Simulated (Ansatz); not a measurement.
One change: `C[CH2][Al]([CH3])[CH3]` becomes `[CH3][Al]([CH3])[NH2]`.

Ansatz, PBE0-D4/def2-TZVP geometries, multiplicity 1. Each molecule was computed in one conformer, which needn't be the lowest.

| property | `C[CH2][Al]([CH3])[CH3]` |
| --- | --- |
| LUMO energy (ωB97M-V/def2-TZVPP) / eV | 1.15 |
| HOMO–LUMO gap (B3LYP/def2-TZVPP) / eV | 6.28 |
| HOMO–LUMO gap (PBE0/def2-TZVPP) / eV | 6.71 |
| HOMO–LUMO gap (PBE/def2-TZVPP) / eV | 4.68 |
| size of the dipole moment (PBE/def2-TZVPP) / D | 0.09 |
| size of the dipole moment (ωB97M-V/def2-TZVPP) / D | 0.10 |

**Question.** Give the same properties after the change, and the shifts. (An estimate is asked.)

**Answer.** Ansatz gave: 
| property | `[CH3][Al]([CH3])[NH2]` | shift |
| --- | --- | --- |
| LUMO energy (ωB97M-V/def2-TZVPP) / eV | 1.66 | 0.51 |
| HOMO–LUMO gap (B3LYP/def2-TZVPP) / eV | 7.00 | 0.72 |
| HOMO–LUMO gap (PBE0/def2-TZVPP) / eV | 7.54 | 0.83 |
| HOMO–LUMO gap (PBE/def2-TZVPP) / eV | 5.40 | 0.72 |
| size of the dipole moment (PBE/def2-TZVPP) / D | 0.66 | 0.57 |
| size of the dipole moment (ωB97M-V/def2-TZVPP) / D | 0.62 | 0.52 |

With PBE0 the HOMO falls by 0.12 eV and the LUMO rises by 0.71 eV, so the gap widens by about 0.83 eV. PBE moves the HOMO by 0.02 eV and ωB97M-V by -0.31 eV. Dipoles are sizes alone; their direction can turn.

Positive LUMOs are unbound, so they and the gaps depend on the basis.

B3LYP here is the variant with VWN-RPA as its local correlation; programs differ in this.
